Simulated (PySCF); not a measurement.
# BrH₅: breathing scan

Method: PySCF, TPSS, basis Br def2-TZVP, H def2-TZVP (no relativity, density fitting).

Rigid scan from the singlet minimum (Br–H 1.436 Å, Br–H 1.712 Å (×4); H–Br–H 84.2° (×4), H–Br–H 89.4° (×4), H–Br–H 168.3° (×2)). Coordinate: all bonds to the central atom scaled together. Energies in kJ/mol from the minimum.

```json
{"scale of all bonds to the centre": "0.88", "E (kJ/mol)": "140.8", "dipole size (D)": "0.42"}
{"scale of all bonds to the centre": "0.92", "E (kJ/mol)": "55.8", "dipole size (D)": "0.44"}
{"scale of all bonds to the centre": "0.96", "E (kJ/mol)": "12.5", "dipole size (D)": "0.48"}
{"scale of all bonds to the centre": "1.00", "E (kJ/mol)": "0.0", "dipole size (D)": "0.54"}
{"scale of all bonds to the centre": "1.04", "E (kJ/mol)": "10.1", "dipole size (D)": "0.62"}
{"scale of all bonds to the centre": "1.08", "E (kJ/mol)": "36.6", "dipole size (D)": "0.70"}
{"scale of all bonds to the centre": "1.14", "E (kJ/mol)": "96.8", "dipole size (D)": "0.83"}
{"scale of all bonds to the centre": "1.22", "E (kJ/mol)": "198.5", "dipole size (D)": "1.02"}
{"scale of all bonds to the centre": "1.35", "E (kJ/mol)": "377.8", "dipole size (D)": "1.25"}
```

At long bonds a restricted determinant can lie too high, and another spin state can fall below this curve.

Other isomers or separated fragments may lie lower.
